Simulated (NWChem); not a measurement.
System: C$_{2}$H$_{4}$O$_{2}$Si; SMILES C=C1O[SiH2]O1

Here is an NWChem input.

```
start job
memory heap 200 mb stack 900 mb global 1100 mb
geometry units angstroms noautoz
  C      0.000000     0.000000    -2.185111
  C      0.000000     0.000000    -0.846143
  O      0.000000     1.104901     0.004529
  Si     0.000000     0.000000     1.322516
  O      0.000000    -1.104901     0.004529
  H      0.000000    -0.953409    -2.726103
  H      0.000000     0.953409    -2.726103
  H     -1.240229     0.000000     2.159507
  H      1.240229     0.000000     2.159507
end
basis spherical
  C library def2-svp
  O library def2-svp
  Si library def2-svp
  H library def2-svp
end
dft
  xc xwpbe 1.00 cpbe96 1.0 hfexch 1.00
  cam 0.25 cam_alpha 0.0 cam_beta 1.0
  iterations 150
  vectors input atomic output neutral.movecs
end
task dft energy
charge 1
dft
  odft
  mult 2
  vectors input atomic output cation.movecs
end
task dft energy
```

Parts of the log:

```
             Northwest Computational Chemistry Package (NWChem) 7.3.0
             --------------------------------------------------------

 C2V symmetry detected

                             Geometry "geometry" -> ""
                             -------------------------

 Output coordinates in angstroms (scale by  1.889725989 to convert to a.u.)

  No.       Tag          Charge          X              Y              Z
 ---- ---------------- ---------- -------------- -------------- --------------
    1 C                    6.0000     0.00000000     0.00000000    -2.16917561
    2 C                    6.0000     0.00000000     0.00000000    -0.83020761
    3 O                    8.0000     0.00000000     1.10490100     0.02046439
    4 Si                  14.0000     0.00000000     0.00000000     1.33845139
    5 O                    8.0000     0.00000000    -1.10490100     0.02046439
    6 H                    1.0000     0.00000000    -0.95340900    -2.71016761
    7 H                    1.0000     0.00000000     0.95340900    -2.71016761
    8 H                    1.0000    -1.24022900     0.00000000     2.17544239
    9 H                    1.0000     1.24022900     0.00000000     2.17544239

 Effective nuclear repulsion energy (a.u.)     227.1175699826

      Symmetry information
      --------------------

 Group name             C2v
 Group number             16
 Group order               4
 No. of unique centers     6

  pbe96 is a nonlocal functional; adding pw91lda local functional.

                                 NWChem DFT Module
                                 -----------------

 Summary of "ao basis" -> "ao basis" (spherical)
 ------------------------------------------------------------------------------
       Tag                 Description            Shells   Functions and Types
 ---------------- ------------------------------  ------  ---------------------
 C                          def2-svp                 6       14   3s2p1d
 O                          def2-svp                 6       14   3s2p1d
 Si                         def2-svp                 8       18   4s3p1d
 H                          def2-svp                 3        5   2s1p

      Symmetry analysis of basis
      --------------------------

        a1         41
        a2          9
        b1         19
        b2         25

            General Information
            -------------------
          SCF calculation type: DFT
          Wavefunction type:  closed shell.
          No. of atoms     :     9
          No. of electrons :    46
           Alpha electrons :    23
            Beta electrons :    23
          Charge           :     0
          Spin multiplicity:     1
          Use of symmetry is: on ; symmetry adaption is: on
          Maximum number of iterations: 150
          AO basis - number of functions:    94
                     number of shells:    44
          Convergence on energy requested:  1.00D-06
          Convergence on density requested:  1.00D-05
          Convergence on gradient requested:  5.00D-04

              XC Information
              --------------
                     Hartree-Fock (Exact) Exchange  1.000
                     LC-wPBE(h)Exchange Functional  1.000
            Perdew 1991 LDA Correlation Functional  1.000 local
           PerdewBurkeErnz. Correlation Functional  1.000 non-local

           Range-Separation Parameters
           ---------------------------
           Alpha           :  0.00
           Beta            :  1.00
           Gamma           :  0.25
           Short-Range HF  :     F

             Grid Information
             ----------------
          Grid used for XC integration:  medium
          Radial quadrature: Mura-Knowles
          Angular quadrature: Lebedev.
          Tag              B.-S. Rad. Rad. Pts. Rad. Cut. Ang. Pts.
          ---              ---------- --------- --------- ---------
          C                   0.70       49          11.0       434
          O                   0.60       49          10.0       434
          Si                  1.10       88          11.0       590
          H                   0.35       45          12.0       434
          Grid pruning is: on
          Number of quadrature shells:   325
          Spatial weights used:  Erf1

      Superposition of Atomic Density Guess
      -------------------------------------

 Sum of atomic energies:        -515.36758917

      Non-variational initial energy
      ------------------------------

 Total energy =    -517.655554
 1-e energy   =   -1161.014408
 2-e energy   =     416.241285
 HOMO         =      -0.263259
 LUMO         =       0.027329

      Symmetry analysis of molecular orbitals - initial
      -------------------------------------------------

  Numbering of irreducible representations:

     1 a1          2 a2          3 b1          4 b2

  Orbital symmetries:

     1 a1          2 a1          3 b2          4 a1          5 a1
     6 a1          7 a1          8 b1          9 b2         10 a1
    11 b2         12 a1         13 a1         14 a1         15 b2
    16 b1         17 a1         18 b2         19 a1         20 a2
    21 b2         22 b1         23 b1         24 b2         25 b1
    26 a1         27 a1         28 a1         29 b2         30 b1
    31 a1         32 b2         33 a1

   convergence    iter        energy       DeltaE   RMS-Dens  Diis-err
 ---------------- ----- ----------------- --------- --------- ---------
 d= 0,ls=0.0,diis     1   -517.8425228372 -7.45D+02  1.48D-02  1.10D+00
 d= 0,ls=0.0,diis     2   -517.8644189242 -2.19D-02  6.71D-03  1.16D+00
 d= 0,ls=0.0,diis     3   -517.9711092698 -1.07D-01  9.70D-04  1.67D-02
 d= 0,ls=0.0,diis     4   -517.9727543882 -1.65D-03  3.14D-04  1.29D-03
 d= 0,ls=0.0,diis     5   -517.9728762779 -1.22D-04  1.09D-04  2.16D-04
  Resetting Diis
 d= 0,ls=0.0,diis     6   -517.9729010708 -2.48D-05  4.48D-05  1.12D-05
 d= 0,ls=0.0,diis     7   -517.9729031845 -2.11D-06  1.24D-05  6.24D-07
 d= 0,ls=0.0,diis     8   -517.9729032515 -6.71D-08  4.70D-06  3.59D-07

         Total DFT energy =     -517.972903251525
      One electron energy =    -1163.763076410001
           Coulomb energy =      468.739593269072
    Exchange-Corr. energy =      -50.066990093218
 Nuclear repulsion energy =      227.117569982621

 Numeric. integr. density =       45.999995532207

                  Occupations of the irreducible representations
                  ----------------------------------------------

                     irrep           alpha         beta
                     --------     --------     --------
                     a1               12.0         12.0
                     a2                1.0          1.0
                     b1                4.0          4.0
                     b2                6.0          6.0

                       DFT Final Molecular Orbital Analysis
                       ------------------------------------

 Vector   21  Occ=2.000000D+00  E=-4.128757D-01  Symmetry=b2
              MO Center=  1.7D-15,  1.4D-14, -7.2D-03, r^2= 2.1D+00
   Bfn.  Coefficient  Atom+Function         Bfn.  Coefficient  Atom+Function
  ----- ------------  ---------------      ----- ------------  ---------------
    33      0.434860  3 O  py                65      0.434860  5 O  py
    36      0.309642  3 O  py                68      0.309642  5 O  py
    51     -0.148529  4 Si py                34     -0.137266  3 O  pz
    66      0.137266  5 O  pz                19     -0.133793  2 C  py
    22      0.107596  2 C  py                30      0.090509  3 O  s

 Vector   22  Occ=2.000000D+00  E=-4.078102D-01  Symmetry=a2
              MO Center= -1.6D-15,  8.7D-15,  4.0D-02, r^2= 1.8D+00
   Bfn.  Coefficient  Atom+Function         Bfn.  Coefficient  Atom+Function
  ----- ------------  ---------------      ----- ------------  ---------------
    32      0.456951  3 O  px                64     -0.456951  5 O  px
    35      0.348061  3 O  px                67     -0.348061  5 O  px
    56      0.073828  4 Si d -2              24      0.032124  2 C  d -2

 Vector   23  Occ=2.000000D+00  E=-3.041374D-01  Symmetry=b1
              MO Center= -2.9D-16,  2.7D-16, -1.2D+00, r^2= 2.6D+00
   Bfn.  Coefficient  Atom+Function         Bfn.  Coefficient  Atom+Function
  ----- ------------  ---------------      ----- ------------  ---------------
     4      0.436200  1 C  px                 7      0.329544  1 C  px
    18      0.294988  2 C  px                32     -0.239358  3 O  px
    64     -0.239358  5 O  px                35     -0.185178  3 O  px
    67     -0.185178  5 O  px                21      0.159226  2 C  px
    53     -0.138679  4 Si px                86     -0.138323  8 H  s

 Vector   24  Occ=0.000000D+00  E= 3.765673D-02  Symmetry=b2
              MO Center=  4.9D-16, -2.0D-15,  1.5D+00, r^2= 3.2D+00
   Bfn.  Coefficient  Atom+Function         Bfn.  Coefficient  Atom+Function
  ----- ------------  ---------------      ----- ------------  ---------------
    54      0.905468  4 Si py                31     -0.346278  3 O  s
    63      0.346278  5 O  s                 51      0.328032  4 Si py
    48     -0.172765  4 Si py                19      0.167928  2 C  py
    37     -0.150463  3 O  pz                69      0.150463  5 O  pz
    57      0.145837  4 Si d -1              76      0.133068  6 H  s

 Vector   25  Occ=0.000000D+00  E= 1.059378D-01  Symmetry=a1
              MO Center=  1.2D-15, -3.4D-15,  1.8D+00, r^2= 3.4D+00
   Bfn.  Coefficient  Atom+Function         Bfn.  Coefficient  Atom+Function
  ----- ------------  ---------------      ----- ------------  ---------------
    55      1.640895  4 Si pz                86     -0.955490  8 H  s
    91     -0.955490  9 H  s                 23      0.408387  2 C  pz
    45      0.406632  4 Si s                 46      0.358420  4 Si s
    17      0.307391  2 C  s                  3      0.283052  1 C  s
    31      0.220248  3 O  s                 63      0.220248  5 O  s

 Vector   26  Occ=0.000000D+00  E= 1.141061D-01  Symmetry=b1
              MO Center= -1.3D-14, -1.2D-15, -1.2D+00, r^2= 2.7D+00
   Bfn.  Coefficient  Atom+Function         Bfn.  Coefficient  Atom+Function
  ----- ------------  ---------------      ----- ------------  ---------------
    21     -0.659223  2 C  px                 7      0.617491  1 C  px
    18     -0.556757  2 C  px                53      0.473956  4 Si px
     4      0.370859  1 C  px                86      0.345977  8 H  s
    91     -0.345977  9 H  s                 35      0.160995  3 O  px
    67      0.160995  5 O  px                32      0.155345  3 O  px

     Multipole analysis of the density
     ---------------------------------

     L   x y z        total         alpha         beta         nuclear
     -   - - -        -----         -----         ----         -------
     0   0 0 0     -0.000000    -23.000000    -23.000000     46.000000

     1   1 0 0      0.000000      0.000000      0.000000      0.000000
     1   0 1 0     -0.000000     -0.000000     -0.000000      0.000000
     1   0 0 1      0.917247      0.458624      0.458624      0.000000

     2   2 0 0    -27.713195    -19.349494    -19.349494     10.985794
     2   1 1 0     -0.000000     -0.000000     -0.000000      0.000000
     2   1 0 1      0.000000      0.000000      0.000000      0.000000
     2   0 2 0    -28.642247    -52.443801    -52.443801     76.245355
     2   0 1 1      0.000000      0.000000      0.000000      0.000000
     2   0 0 2    -23.030817   -157.231887   -157.231887    291.432957

                                 NWChem DFT Module
                                 -----------------

      Symmetry analysis of basis
      --------------------------

        a1         41
        a2          9
        b1         19
        b2         25

            General Information
            -------------------
          SCF calculation type: DFT
          Wavefunction type:  spin polarized.
          No. of atoms     :     9
          No. of electrons :    45
           Alpha electrons :    23
            Beta electrons :    22
          Charge           :     1
          Spin multiplicity:     2
          Use of symmetry is: on ; symmetry adaption is: on
          Maximum number of iterations: 150
          This is a Direct SCF calculation.
          AO basis - number of functions:    94
                     number of shells:    44
          Convergence on energy requested:  1.00D-06
          Convergence on density requested:  1.00D-05
          Convergence on gradient requested:  5.00D-04

              XC Information
              --------------
                     Hartree-Fock (Exact) Exchange  1.000
                     LC-wPBE(h)Exchange Functional  1.000
            Perdew 1991 LDA Correlation Functional  1.000 local
           PerdewBurkeErnz. Correlation Functional  1.000 non-local

           Range-Separation Parameters
           ---------------------------
           Alpha           :  0.00
           Beta            :  1.00
           Gamma           :  0.25
           Short-Range HF  :     F

             Grid Information
             ----------------
          Grid used for XC integration:  medium
          Radial quadrature: Mura-Knowles
          Angular quadrature: Lebedev.
          Tag              B.-S. Rad. Rad. Pts. Rad. Cut. Ang. Pts.
          ---              ---------- --------- --------- ---------
          C                   0.70       49          11.0       434
          O                   0.60       49          10.0       434
          Si                  1.10       88          11.0       590
          H                   0.35       45          12.0       434
          Grid pruning is: on
          Number of quadrature shells:   325
          Spatial weights used:  Erf1

      Superposition of Atomic Density Guess
      -------------------------------------

 Sum of atomic energies:        -515.36758917

 Renormalizing density from      46.00 to     45

      Non-variational initial energy
      ------------------------------

 Total energy =    -510.316846
 1-e energy   =   -1135.774964
 2-e energy   =     398.340549
 HOMO         =      -0.546911
 LUMO         =      -0.240546

   Symmetry analysis of molecular orbitals - initial alpha
   -------------------------------------------------------

  Numbering of irreducible representations:

     1 a1          2 a2          3 b1          4 b2

  Orbital symmetries:

     1 a1          2 a1          3 b2          4 a1          5 a1
     6 a1          7 a1          8 b1          9 b2         10 a1
    11 b2         12 a1         13 a1         14 a1         15 b2
    16 b1         17 a1         18 a2         19 b2         20 a1
    21 b2         22 b1         23 b1         24 b2         25 b1
    26 a1         27 a1         28 a1         29 b2         30 b1
    31 a1         32 b2         33 a1

   Symmetry analysis of molecular orbitals - initial beta
   ------------------------------------------------------

  Numbering of irreducible representations:

     1 a1          2 a2          3 b1          4 b2

  Orbital symmetries:

     1 a1          2 a1          3 b2          4 a1          5 a1
     6 a1          7 a1          8 b1          9 b2         10 a1
    11 b2         12 a1         13 a1         14 a1         15 b2
    16 b1         17 a1         18 a2         19 b2         20 a1
    21 b2         22 b1         23 b1         24 b2         25 b1
    26 a1         27 a1         28 a1         29 b2         30 b1
    31 a1         32 b2         33 a1

[...]
```

Level: LC-wPBE (HJS exchange hole, range parameter 0.25 per bohr)/def2-SVP, vertical spin-unrestricted ions. All runs use the structure optimised with PBE-D3(BJ)/def2-SVP.
